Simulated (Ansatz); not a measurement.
```yaml
crystal:
  periodic: [false, false, false]
  atoms:
    - {symbol: C, position_ang: [-0.854566, -0.216698, -0.299195]}
    - {symbol: Si, position_ang: [0.825158, 0.395578, 0.199282]}
    - {symbol: Ga, position_ang: [-1.255921, -2.168610, 0.174726]}
    - {symbol: H, position_ang: [-0.980921, -0.114085, -1.385483]}
    - {symbol: H, position_ang: [-1.630767, 0.395775, 0.179481]}
    - {symbol: H, position_ang: [1.091911, 1.823807, -0.135465]}
    - {symbol: H, position_ang: [1.886250, -0.418863, -0.461465]}
    - {symbol: H, position_ang: [1.010956, 0.246094, 1.672220]}
basis:
  gaussian: {orbitals: aug-pcseg-2}
hamiltonian: {xc: {name: wB97X-D}}
```

```sh
$ ansatz run in.yaml --threads 2 --pin off --events-out ev --progress --plain --max-ram 4352MiB
```

Output, abridged:

```
Error: YAML parse error: error: line 14 column 19: hamiltonian.xc: no functional is named "wB97X-D"; the names, which are not case-sensitive, are SVWN5, SPW92, PBE, PBE0, PBEsol, revPBE, revPBE0, RPBE, rPW86-PBE, HSE06, wPBEh, LC-wPBE, HISS, HF, BLYP, B3LYP, B3LYP5, BHLYP, CAM-B3LYP, r2SCAN, r2SCANh, r2SCAN0, r2SCAN50, m-r2SCAN, B97, wB97, wB97X, wB97X-V, B97M-V, wB97M-V, B2PLYP, B2GP-PLYP, PBE0-DH, PBE-QIDH
12 | basis:
13 |   gaussian: {orbitals: aug-pcseg-2}
14 | hamiltonian: {xc: {name: wB97X-D}}
```

Task: What is wrong with this run?

Result: The method's name isn't one that the program takes here. The input was rejected before any iteration.

HSE06 is defined as in plane-wave codes.
